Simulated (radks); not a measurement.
Question: The mean radii <r> (bohr) of the occupied orbitals of an atom or ion are listed with their occupations. Calculated with a radial shooting solver on a logarithmic mesh with Libxc functionals: Dirac Kohn-Sham, PBE, spin-unpolarised, spherical densities, point nucleus.

orbital  occ.      <r>
1s1/2       2  0.05168

Name the element and its charge. Open shells, if any, are shared by 2j + 1.

Answer: Z = 29, copper, charge +27: Cu27+ in [He]. The 1s radius gives Z: for a bare nucleus <r> = (2 gamma + 1)/(2Z) with gamma = sqrt(1 - (Z/c)^2), 0.05094 bohr for Z = 29, and screening makes it slightly larger (0.05168 here). The occupations add up to 2, and the charge is Z minus that.
